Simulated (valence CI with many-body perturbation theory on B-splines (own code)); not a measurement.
E1 line list for Pt73+

Calculated by valence CI with perturbative core correlation (CI+MBPT): three valence electrons over a frozen Dirac-Fock core [He], radial functions for each j: 11 s, 11 p, 9 d, 7 f, 5 g, 2 h, 1 i, with the one-electron correlation potential Σ1, the two-electron term Σ2, the three-electron term Σ3, Breit, model QED; selected CI, second order for the rest (own B-spline code, finite nucleus).

No measured spectrum was set against this ion. As an estimate, large intervals hold to a few tenths of a per cent, small ones and those within an open d or f shell to about a per cent.

Lines 1 to 50 of 290 in falling wavelength, among levels below 15341 eV, chosen from the strongest by gf and those to the six lowest levels. Wavelengths and rates use the calculated energies. Electric multipoles are in the length gauge, E1 and E2 with the static RPA response of the core. Weak lines are less certain than strong ones. Lines between different terms over intervals too small for the method are left out, as are lines whose strength nearly cancels. The highest levels of a list are the least certain.

Levels are named by their leading jj configuration (3d3/2^4 stands for four electrons in 3d with j = 3/2), which in mixed levels can hold well under half, so a name can repeat and another be missing. Letters in brackets count levels of one name in rising energy.

```tsv
λ vac (nm)	Upper	Lower	A (s⁻¹)	S (a.u.)
6.276	(2p1/2 2p3/2 3d5/2) J=9/2	(2p1/2 2p3/2 3p3/2) J=7/2	5.97e+10	7.29e-02
6.237	(2p1/2 2p3/2 3d5/2) J=7/2 [b]	(2p1/2 2p3/2 3p3/2) J=5/2 [b]	5.36e+10	5.13e-02
6.209	(2s 2p1/2 3d5/2) J=7/2	(2s 2p1/2 3p3/2) J=5/2	6.19e+10	5.85e-02
6.141	(2s 2p3/2 3d5/2) J=9/2	(2s 2p3/2 3p3/2) J=7/2	6.06e+10	6.93e-02
6.126	(2s 2p3/2 3d5/2) J=7/2 [a]	(2s 2p3/2 3p3/2) J=5/2 [a]	4.71e+10	4.27e-02
6.112	(2p1/2^2 3d5/2) J=5/2	(2p1/2^2 3p3/2) J=3/2	6.91e+10	4.67e-02
6.076	(2p1/2 2p3/2 3d5/2) J=7/2 [a]	(2p1/2 2p3/2 3p3/2) J=5/2 [a]	6.18e+10	5.47e-02
6.027	(2s 2p1/2 3d5/2) J=5/2 [a]	(2s 2p1/2 3p3/2) J=3/2 [a]	6.33e+10	4.11e-02
5.888	(2s 2p1/2 2p3/2) J=3/2 [a]	(2s^2 2p3/2) J=3/2	1.37e+09	5.53e-04
5.874	(2s 2p1/2 3d5/2) J=5/2 [b]	(2s 2p1/2 3p3/2) J=3/2 [b]	5.95e+10	3.57e-02
5.492	(2p1/2 2p3/2 3p3/2) J=7/2	(2s 2p3/2 3p3/2) J=5/2 [b]	5.26e+10	3.44e-02
4.914	(2s 2p1/2 2p3/2) J=5/2	(2s^2 2p3/2) J=3/2	9.89e+09	3.47e-03
4.163	(2s 2p1/2^2) J=1/2	(2s^2 2p1/2) J=1/2	2.94e+10	2.09e-03
4.006	(2p1/2^2 2p3/2) J=3/2	(2s 2p1/2 2p3/2) J=1/2	1.59e+10	2.02e-03
3.742	(2s 2p1/2 2p3/2) J=1/2	(2s^2 2p3/2) J=3/2	2.14e+10	1.11e-03
3.722	(2s 2p1/2 2p3/2) J=3/2 [b]	(2s^2 2p3/2) J=3/2	1.55e+10	1.58e-03
3.191	(2p1/2^2 2p3/2) J=3/2	(2s 2p1/2 2p3/2) J=5/2	8.77e+10	5.63e-03
2.882	(2p1/2^2 2p3/2) J=3/2	(2s 2p1/2 2p3/2) J=3/2 [a]	2.30e+10	1.09e-03
2.135	(2p1/2 2p3/2 3d3/2) J=5/2 [b]	(2p1/2 2p3/2 3p1/2) J=3/2 [b]	7.21e+11	2.08e-02
2.120	(2s 2p1/2 3d3/2) J=3/2 [b]	(2s 2p1/2 3p1/2) J=1/2 [b]	6.99e+11	1.32e-02
2.114	(2p1/2 2p3/2 3d3/2) J=3/2 [b]	(2p1/2 2p3/2 3p1/2) J=3/2 [b]	8.05e+11	1.50e-02
2.058	(2s 2p3/2 3d3/2) J=5/2 [a]	(2s 2p3/2 3p1/2) J=5/2	7.20e+11	1.86e-02
2.054	(2s 2p3/2 3d3/2) J=5/2 [a]	(2s 2p3/2 3p1/2) J=3/2 [a]	6.26e+11	1.61e-02
2.052	(2s 2p3/2 3d3/2) J=3/2 [b]	(2s 2p3/2 3p1/2) J=1/2	6.85e+11	1.17e-02
2.046	(2s 2p3/2 3d5/2) J=7/2 [b]	(2p1/2 2p3/2 3s) J=5/2	5.73e+11	1.94e-02
2.035	(2s 2p3/2 3d3/2) J=5/2 [b]	(2s 2p3/2 3p1/2) J=3/2 [b]	1.39e+12	3.46e-02
2.032	(2s 2p3/2 3d3/2) J=3/2 [a]	(2s 2p3/2 3p1/2) J=3/2 [a]	1.11e+12	1.85e-02
2.031	(2p1/2 2p3/2 3p3/2) J=3/2 [a]	(2p1/2 2p3/2 3s) J=3/2 [b]	8.13e+11	1.35e-02
2.027	(2s 2p3/2 3d3/2) J=7/2	(2s 2p3/2 3p1/2) J=5/2	1.34e+12	4.42e-02
2.027	(2p1/2 2p3/2 3d3/2) J=5/2 [a]	(2p1/2 2p3/2 3p1/2) J=3/2 [a]	1.10e+12	2.71e-02
2.025	(2s^2 3d3/2) J=3/2	(2s^2 3p1/2) J=1/2	1.35e+12	2.21e-02
2.024	(2p1/2^2 3d3/2) J=3/2	(2p1/2^2 3p1/2) J=1/2	1.37e+12	2.24e-02
2.021	(2s 2p1/2 3d3/2) J=3/2 [a]	(2s 2p1/2 3p1/2) J=1/2 [a]	1.32e+12	2.16e-02
2.015	(2p1/2 2p3/2 3d3/2) J=7/2	(2p1/2 2p3/2 3p1/2) J=5/2	1.38e+12	4.47e-02
2.012	(2s 2p3/2 3d3/2) J=1/2 [a]	(2s 2p3/2 3p1/2) J=3/2 [a]	1.48e+12	1.19e-02
2.012	(2s 2p3/2 3p3/2) J=3/2 [a]	(2s 2p3/2 3s) J=3/2 [a]	1.67e+12	2.68e-02
2.011	(2s 2p1/2 3d3/2) J=5/2	(2s 2p1/2 3p1/2) J=3/2	1.36e+12	3.28e-02
2.009	(2p1/2 2p3/2 3d3/2) J=3/2 [a]	(2p1/2 2p3/2 3p1/2) J=1/2	7.81e+11	1.25e-02
1.998	(2s 2p1/2 3p3/2) J=3/2 [b]	(2s 2p1/2 3s) J=1/2 [b]	1.15e+12	1.81e-02
1.997	(2s 2p3/2 3d3/2) J=1/2 [b]	(2s 2p3/2 3p1/2) J=1/2	1.23e+12	9.68e-03
1.985	(2p1/2 2p3/2 3p3/2) J=5/2 [a]	(2p1/2 2p3/2 3s) J=3/2 [a]	2.11e+12	4.89e-02
1.985	(2p1/2 2p3/2 3d3/2) J=1/2 [a]	(2p1/2 2p3/2 3p1/2) J=1/2	1.28e+12	9.85e-03
1.984	(2s 2p1/2 3p3/2) J=1/2	(2s 2p1/2 3s) J=1/2 [b]	1.85e+12	1.43e-02
1.980	(2s 2p3/2 3p3/2) J=5/2 [b]	(2s 2p3/2 3s) J=3/2 [b]	2.09e+12	4.81e-02
1.965	(2p1/2 2p3/2 3p3/2) J=7/2	(2p1/2 2p3/2 3s) J=5/2	1.52e+12	4.56e-02
1.959	(2p1/2 2p3/2 3d3/2) J=5/2 [b]	(2p1/2 2p3/2 3p1/2) J=5/2	5.37e+11	1.20e-02
1.957	(2s 2p3/2 3p3/2) J=7/2	(2s 2p3/2 3s) J=5/2	2.29e+12	6.76e-02
1.952	(2s 2p1/2 3d3/2) J=3/2 [b]	(2s 2p1/2 3p1/2) J=3/2	6.61e+11	9.71e-03
1.947	(2p1/2 2p3/2 3p3/2) J=3/2 [b]	(2p1/2 2p3/2 3s) J=3/2 [b]	7.98e+11	1.16e-02
1.946	(2s 2p3/2 3p3/2) J=5/2 [a]	(2s 2p3/2 3s) J=3/2 [a]	1.02e+12	2.23e-02
```
